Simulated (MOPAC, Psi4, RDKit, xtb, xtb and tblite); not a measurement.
Two geometries of SMILES CO[SiH2]C[SiH3] (C2H10OSi2), relaxed at GFN2-xTB with one dihedral held; other torsions can differ between them too.

Structure A

```
15

C      2.5803     0.2401    -0.3259
O      1.2018     0.0569    -0.4026
Si     0.2879    -1.0120     0.4068
C     -1.4671    -0.3610     0.1545
Si    -1.7822     1.4081     0.7640
H      2.8990     0.3834     0.7092
H      3.1109    -0.6240    -0.7346
H      2.8379     1.1261    -0.9078
H      0.4791    -2.3663    -0.1338
H      0.6570    -1.0488     1.8290
H     -2.1449    -1.0447     0.6638
H     -1.7221    -0.4169    -0.9034
H     -1.4921     1.5032     2.1988
H     -0.9658     2.3771     0.0326
H     -3.1984     1.7386     0.5540
```

Structure B

```
15

C     -2.6120     0.3324    -0.0532
O     -1.2377     0.1259    -0.1580
Si    -0.3608    -1.1980     0.1784
C     -1.1350    -2.7999    -0.4970
Si    -1.4854    -2.8103    -2.3628
H     -2.8439     1.2974    -0.5068
H     -2.9237     0.3476     0.9948
H     -3.1691    -0.4510    -0.5730
H     -0.2179    -1.3581     1.6348
H      0.8842    -0.8219    -0.4736
H     -0.4724    -3.6330    -0.2639
H     -2.0650    -3.0030     0.0379
H     -0.2438    -2.6167    -3.1125
H     -2.4452    -1.7603    -2.7200
H     -2.0763    -4.1030    -2.7320
```

Problem. Which is lower in energy at the level Psi4 with PBE0-D3(BJ)/def2-TZVP // GFN2-xTB, and by how much?

Solution. A is lower, by 1.15 kcal/mol (dihedral C1–O2–Si3–C4: 165° in A, 45° in B).

E(B) − E(A) in kcal/mol at the other levels, on the same two geometries: GFN2-xTB (xtb and tblite) 0.56; MMFF94 // GFN2-xTB (RDKit) 1.28; PBE0/def2-TZVP // GFN2-xTB (Psi4) 1.49; PBE/def2-TZVP // GFN2-xTB (Psi4) 1.35; PBE-D3(BJ)/def2-TZVP // GFN2-xTB (Psi4) 1.00; UFF // GFN2-xTB (RDKit) 2.67; PM6, restricted, heats of formation // GFN2-xTB (MOPAC) -2.76; AM1, restricted, heats of formation // GFN2-xTB (MOPAC) -0.75; GFN1-xTB // GFN2-xTB (xtb) -1.02.
